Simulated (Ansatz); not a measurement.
Relaxation of a periodic cell of 63 atoms, Si$_{62}$As (host Si, host structure diamond, dopant As, one Si atom removed), cell charge +2, to a largest force component of 0.03 eV/Å in at most 60 steps.

Level of theory: DFT PBE, scalar-relativistic, plane waves, PAW in Ansatz. Settings: PAW set soft_1, cutoff 420 eV, k mesh 1x1x1, fermi-dirac smearing 0.05 eV, spin collinear.

```xyz
63
Lattice="10.8600 0.0000 0.0000 0.0000 10.8600 0.0000 0.0000 0.0000 10.8600" Properties=species:S:1:pos:R:3:forces:R:3
Si 5.419 0.018 0.069 0.30 0.23 -0.52
Si 6.766 1.428 1.378 0.70 -0.78 -0.22
Si 8.182 2.725 0.006 -0.84 -0.05 -0.27
Si 9.494 4.043 1.333 0.16 0.44 0.35
Si 8.129 0.000 2.744 -0.23 -0.35 -0.70
Si 9.478 1.323 4.044 0.38 0.52 0.62
Si -0.004 0.031 -0.025 -0.31 -0.84 -0.43
As 1.276 1.360 1.358 1.01 -0.17 0.55
Si 2.648 2.691 -0.046 1.31 -0.11 0.63
Si 4.124 4.052 1.356 -1.70 0.56 -0.44
Si 5.400 5.448 0.004 0.22 -0.01 -0.24
Si 6.772 6.776 1.364 0.19 0.04 -0.28
Si 8.168 8.116 -0.015 -0.67 0.34 0.13
Si 9.496 9.494 1.326 0.09 0.37 0.30
Si 4.066 1.400 4.073 0.35 -0.22 0.09
Si 5.418 2.744 2.651 -0.01 -0.36 1.12
Si 6.801 4.055 4.085 -0.25 0.32 -0.19
Si 8.164 5.414 2.709 -0.16 0.18 0.01
Si 9.523 6.805 4.075 0.20 -0.32 -0.01
Si 5.454 -0.032 5.360 -0.50 0.12 0.61
Si 6.795 1.351 6.821 0.13 0.15 -0.79
Si 8.159 2.759 5.422 -0.38 -1.19 -0.10
Si 9.462 4.053 6.762 0.92 0.19 0.34
Si 8.179 0.009 8.165 -0.47 0.19 -0.09
Si 9.486 1.382 9.505 0.20 -0.12 -0.06
Si -0.020 5.383 0.003 0.64 0.55 0.03
Si 1.396 6.807 1.399 -0.42 -0.32 -1.15
Si 2.750 8.144 -0.034 -0.34 -0.10 0.62
Si 4.087 9.493 1.308 -0.02 -0.29 0.52
Si -0.027 2.748 2.739 -0.25 -0.07 0.10
Si 1.378 4.070 4.078 -0.19 -0.05 -0.01
Si 2.674 5.453 2.732 1.10 -0.45 0.05
Si 4.048 6.839 4.087 0.17 -0.69 -0.15
Si 5.398 8.136 2.699 0.11 0.29 0.17
Si 6.805 9.443 4.074 -0.22 0.37 -0.52
Si 0.002 0.034 5.484 -0.15 -0.54 -1.10
Si 1.350 1.313 6.793 0.41 0.39 0.40
Si 2.687 2.707 5.467 0.05 -0.27 -0.39
Si 4.119 4.051 6.765 -0.15 0.26 -0.14
Si 5.454 5.436 5.425 -0.58 -0.18 -0.51
Si 6.740 6.731 6.799 1.25 0.58 -0.55
Si 8.189 8.169 5.397 -0.65 -0.80 0.62
Si 9.453 9.513 6.784 0.82 -0.40 0.27
Si 2.744 0.007 8.168 -0.09 -0.43 -0.33
Si 4.092 1.320 9.495 -0.11 0.56 0.23
Si 5.437 2.722 8.110 0.05 -0.24 0.74
Si 6.779 4.100 9.502 0.19 -0.15 -0.06
Si 8.161 5.422 8.106 -0.27 -0.02 0.46
Si 9.480 6.772 9.508 0.41 -0.30 -0.23
Si 0.033 8.143 2.679 -0.19 0.50 0.09
Si 1.351 9.498 4.062 -0.16 0.28 0.34
Si 0.008 5.407 5.425 -0.12 0.20 0.09
Si 1.372 6.772 6.784 -0.51 0.43 -0.33
Si 2.741 8.200 5.413 -0.46 -0.28 0.12
Si 4.055 9.479 6.798 0.78 0.45 -0.01
Si -0.011 2.655 8.125 0.16 0.79 0.17
Si 1.401 4.049 9.509 -1.15 0.35 -0.79
Si 2.703 5.397 8.078 0.48 0.12 0.58
Si 4.086 6.810 9.463 0.13 -0.54 -0.17
Si 5.500 8.110 8.132 -0.77 0.65 0.14
Si 6.798 9.526 9.475 0.04 -0.43 0.60
Si -0.007 8.136 8.170 0.02 0.06 -0.32
Si 1.415 9.474 9.497 -0.65 0.59 0.02
```

Problem. Where does it end, and by what steps?

Solution. It converged. Limits of this set-up: coarse k mesh, charged cell in a uniform background, uncorrected. After 3 steps the energy has fallen by 1.221 eV; As8 moved furthest, 0.28 Å.

| step | energy less start (eV) | largest force component (eV/Å) | accepted |
| --- | --- | --- | --- |
| 0 | 0.0000 | 1.699 | yes |
| 1 | -1.1335 | 0.386 | yes |
| 2 | -1.2101 | 0.103 | yes |
| 3 | -1.2208 | 0.016 | yes |

```xyz
63
Lattice="10.8600 0.0000 0.0000 0.0000 10.8600 0.0000 0.0000 0.0000 10.8600" Properties=species:S:1:pos:R:3
Si 5.400 0.015 0.026
Si 6.788 1.358 1.349
Si 8.131 2.721 -0.014
Si 9.493 4.080 1.321
Si 8.145 -0.001 2.709
Si 9.511 1.358 4.042
Si -0.003 0.029 -0.008
As 1.490 1.228 1.479
Si 2.688 2.717 -0.009
Si 4.049 4.064 1.350
Si 5.421 5.422 0.002
Si 6.783 6.791 1.339
Si 8.151 8.154 0.002
Si 9.510 9.526 1.349
Si 4.081 1.315 4.076
Si 5.397 2.678 2.693
Si 6.777 4.054 4.071
Si 8.144 5.429 2.707
Si 9.520 6.796 4.071
Si 5.431 -0.035 5.424
Si 6.781 1.369 6.775
Si 8.151 2.706 5.413
Si 9.495 4.080 6.767
Si 8.144 0.000 8.136
Si 9.493 1.387 9.486
Si -0.008 5.444 -0.013
Si 1.355 6.787 1.349
Si 2.697 8.175 0.026
Si 4.088 9.485 1.384
Si -0.001 2.714 2.679
Si 1.357 4.063 4.041
Si 2.716 5.430 2.709
Si 4.078 6.767 4.072
Si 5.432 8.142 2.743
Si 6.808 9.496 4.072
Si 0.035 0.015 5.392
Si 1.355 1.361 6.781
Si 2.700 2.680 5.391
Si 4.079 4.054 6.771
Si 5.437 5.412 5.430
Si 6.789 6.785 6.782
Si 8.162 8.137 5.430
Si 9.520 9.496 6.771
Si 2.715 -0.001 8.137
Si 4.048 1.357 9.503
Si 5.420 2.706 8.145
Si 6.776 4.079 9.488
Si 8.145 5.429 8.138
Si 9.495 6.799 9.488
Si 0.034 8.177 2.693
Si 1.399 9.491 4.078
Si 0.009 5.422 5.412
Si 1.346 6.791 6.775
Si 2.749 8.143 5.426
Si 4.079 9.495 6.801
Si -0.008 2.723 8.124
Si 1.328 4.081 9.487
Si 2.715 5.430 8.137
Si 4.079 6.796 9.514
Si 5.437 8.136 8.155
Si 6.779 9.495 9.512
Si 0.009 8.154 8.144
Si 1.355 9.527 9.503
```

Run time: 59 s on 4 threads of Arm Neoverse V1, with other jobs on the host, peak memory 1.7 GiB.
